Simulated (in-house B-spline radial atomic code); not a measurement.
## Ti II (Ti+): [Ar] 3d2 4s1

Computed with a B-spline radial code for spherical atoms: non-relativistic PBE, spin-polarised, spherical fractional occupations, point nucleus.

Effective charges: Z_r = [3n² - l(l+1)]/(2<r>) from the radius, Z_e = n√(-2ε) from the energy, and Slater's rules. Values are occupation-weighted means over spin.

```csv
shell,electrons,ε (eV),<r> (bohr),Z_r,Z_e,Slater
1s,2,-4843.7,0.07017,21.38,18.87,21.70
2s,2,-537.89,0.3276,18.32,12.58,17.85
2p,6,-450.43,0.2909,17.19,11.51,17.85
3s,2,-68.813,1.014,13.31,6.75,10.75
3p,6,-45.798,1.088,11.49,5.50,10.75
3d,2,-12.25,1.502,6.99,2.85,3.65
4s,1,-10.853,3.151,7.62,3.57,3.50
```

The least bound orbital is 4s up at -10.85 eV, and it is also the most diffuse (<r> = 3.151 bohr).

The density falls to 0.001 bohr⁻³ at 4.163 bohr; Σ<r²> = 28.814 bohr² gives, by the non-relativistic formula and without the paramagnetism of open shells, a Langevin diamagnetic susceptibility of -22.82×10⁻⁶ cm³/mol.
